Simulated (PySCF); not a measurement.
# Ruthenium: a sound run and one with changed settings

Sound run: Ru²⁺ [Kr] 4d6, Ru³⁺ [Kr] 4d5. Calculation: PySCF 2.14, in x2c-TZVPall (8s6p6d1f, 63 functions); the spin-free X2C one-electron Hamiltonian (Gaussian nucleus). In the sound run the correlated levels freeze [Kr]. The sound run starts from symmetry-adapted Hartree-Fock orbitals and uses a fine grid where one is needed.

Changed run: basis STO-3G, all-electron and non-relativistic. This setting is unsound on purpose.

| species | method | sound run (hartree) | changed run (hartree) | converged |
| --- | --- | --- | --- | --- |
| Ru²⁺ | UHF | -4527.20832 | -4397.12198 | yes |
| Ru²⁺ | BP86 | -4529.94795 | -4399.07905 | yes |
| Ru²⁺ | r2SCAN | -4529.42780 | -4398.89433 | yes |
| Ru²⁺ | MP2 | -4527.28973 | -4397.12228 | yes |
| Ru³⁺ | UHF | -4526.23460 | -4396.28376 | yes |
| Ru³⁺ | BP86 | -4528.88810 | -4398.16826 | yes |
| Ru³⁺ | r2SCAN | -4528.39069 | -4397.99921 | yes |
| Ru³⁺ | MP2 | -4526.28183 | -4396.28382 | yes |

Ionisation energy of Ru²⁺:

| method | sound run (eV) | changed run (eV) |
| --- | --- | --- |
| UHF | 26.496 | 22.809 |
| BP86 | 28.840 | 24.784 |
| r2SCAN | 28.221 | 24.357 |
| MP2 | 27.426 | 22.815 |
| SCS-MP2 | 27.601 | 22.816 |

A minimal basis cannot let orbitals breathe on ionisation and holds almost no correlation. The Hamiltonian changed with the basis, so the totals do not compare.

For comparison, NIST gives 28.47 eV between the lowest levels.
